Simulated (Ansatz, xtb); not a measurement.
**Two structures of C4H10AlNS**

Structure a: a singlet given by its coordinates. Structure b: `C=C[N](C)[AlH][S]C`, a singlet. Both are isolated molecules in the gas phase, relaxed with B3LYP/def2-SVP; the shapes shown needn't be the lowest conformers.

a (Å):

```xyz
17

C     0.5085    2.3543    2.2641
C    -1.4115    2.7900    0.2118
C    -1.4690    1.5955   -0.7660
C    -0.9833    0.3438   -0.1954
Al    0.1104   -2.2751    1.2683
N    -0.6088   -0.6368    0.2835
S     0.2672    3.3015    0.7208
H     1.4750    2.6916    2.6651
H     0.5611    1.2687    2.1018
H    -0.2763    2.5933    2.9976
H    -1.8522    3.6559   -0.3042
H    -2.0271    2.5953    1.1034
H    -0.8635    1.8097   -1.6618
H    -2.5064    1.4229   -1.1045
H     0.8574   -1.4874    2.4499
H     1.0238   -2.9280    0.1317
H    -1.2619   -3.0068    1.6394
```

Close contacts (Å): C1–S7 1.83, C2–C3 1.54, C2–S7 1.83, C3–C4 1.46, C4–N6 1.15, Al5–N6 2.04, C1–H8 1.10, C1–H9 1.10, C1–H10 1.10, C2–H11 1.10, C2–H12 1.10, C3–H13 1.10, C3–H14 1.10, Al5–H15 1.60, Al5–H16 1.60, Al5–H17 1.60.

b (Å):

```json
{"atom": "C", "x (Å)": "-0.3849", "y (Å)": "-3.3049", "z (Å)": "2.7513"}
{"atom": "C", "x (Å)": "-1.1776", "y (Å)": "-2.4959", "z (Å)": "2.0272"}
{"atom": "C", "x (Å)": "-1.9282", "y (Å)": "-0.3090", "z (Å)": "1.3441"}
{"atom": "C", "x (Å)": "2.9206", "y (Å)": "1.0378", "z (Å)": "-0.4743"}
{"atom": "Al", "x (Å)": "0.8394", "y (Å)": "-0.9234", "z (Å)": "0.8497"}
{"atom": "N", "x (Å)": "-0.8280", "y (Å)": "-1.2632", "z (Å)": "1.4662"}
{"atom": "S", "x (Å)": "1.2797", "y (Å)": "1.1686", "z (Å)": "0.3636"}
{"atom": "H", "x (Å)": "0.6329", "y (Å)": "-3.0230", "z (Å)": "3.0375"}
{"atom": "H", "x (Å)": "-0.7399", "y (Å)": "-4.2889", "z (Å)": "3.0626"}
{"atom": "H", "x (Å)": "-2.2122", "y (Å)": "-2.8124", "z (Å)": "1.8217"}
{"atom": "H", "x (Å)": "-1.6164", "y (Å)": "0.5716", "z (Å)": "0.7623"}
{"atom": "H", "x (Å)": "-2.2796", "y (Å)": "0.0472", "z (Å)": "2.3301"}
{"atom": "H", "x (Å)": "-2.7953", "y (Å)": "-0.7618", "z (Å)": "0.8264"}
{"atom": "H", "x (Å)": "1.9204", "y (Å)": "-2.0484", "z (Å)": "0.6372"}
{"atom": "H", "x (Å)": "3.5948", "y (Å)": "1.7788", "z (Å)": "-0.0234"}
{"atom": "H", "x (Å)": "2.8016", "y (Å)": "1.2631", "z (Å)": "-1.5433"}
{"atom": "H", "x (Å)": "3.3656", "y (Å)": "0.0386", "z (Å)": "-0.3641"}
```

Task: Which of the two would you expect CCSD(T)/def2-SVP + ΔMP2/def2-TZVPP electronic energies to favour?

Result: Structure b; the calculation gives E(b) − E(a) = −152.7 kJ/mol.

How the difference moves with the method:

```tsv
level	geometry	E(b) − E(a) (kJ/mol)	departure from the last row (kJ/mol)	job, with rough time for the two
B3LYP/def2-SVP	B3LYP/def2-SVP	−154.1	−1.4	optimisation, 2.1 min
HF/def2-SVP	B3LYP/def2-SVP	−145.2	+7.5	part of the CCSD(T) run
MP2/def2-SVP	B3LYP/def2-SVP	−130.4	+22.3	part of the CCSD(T) run
CCSD(T)/def2-SVP	B3LYP/def2-SVP	−134.9	+17.8	single point
CCSD(T)/def2-SVP + ΔMP2/def2-TZVPP	B3LYP/def2-SVP	−152.7		single point, 90 s
```

None of the levels shown reverses the order. The largest departure from CCSD(T)/def2-SVP + ΔMP2/def2-TZVPP is that of MP2/def2-SVP, 22.3 kJ/mol. Levels run at GFN2-xTB geometries aren't shown. The last row adds to CCSD(T) the change of the MP2 difference between the two basis sets, here −17.8 kJ/mol, a large step that makes the value less sure.

With thermal terms from frequencies at re-optimised GFN2-xTB minima (ideal gas, soft modes damped towards free rotors, one conformer each, 298.15 K, 1 atm): on the last row, ΔE + ΔZPE = −130.9, ΔH = −131.0, ΔG = −132.6 kJ/mol.

The correlated steps freeze 15 core orbitals. Programs: Ansatz 0.2.0, xtb 6.7.1; the last row on 4 threads of Arm Neoverse V2 on a shared host.
